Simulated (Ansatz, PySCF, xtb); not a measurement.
Noncovalent pair: AsH3 (SMILES [AsH3]) (first 4 atoms) with HI (SMILES I); geometry from B3LYP-D3(BJ)/def2-TZVP, rigid monomers moved along the line of their centres of mass till As1···H6 is 2.43 Å.
(charge 0, multiplicity 1):
```xyz
6

As     0.03279     0.58395     0.37226
H     -0.77308     1.77910    -0.11563
H     -0.22603    -0.21642    -0.89589
H      1.34540     1.14822    -0.15169
I     -0.36513    -0.96670     4.10150
H     -0.20636    -0.34692     2.60554
```

Monomers are frozen at their geometry in the pair; levels with a basis set take the counterpoise correction. Rows marked so take none.

Rows in 3-21G carry no dispersion term and start afresh at each structure; the Pople sets are all-electron and without relativity.

The values were computed with Ansatz (a program for electronic structure) with Gaussian orbitals; PySCF for 3-21G rows; xtb for the GFN methods. Each number belongs to the level named beside it. In def2 rows elements past Kr take small-core potentials, without spin–orbit coupling.

Q: What interaction energy does B3LYP/3-21G (no counterpoise) give?

A: -2.1 kcal/mol

Q: What is the computed interaction energy (GFN-FF)?

A: -1.1 kcal/mol

Q: What interaction energy does HF/def2-SVPD give?

A: 2.8 kcal/mol
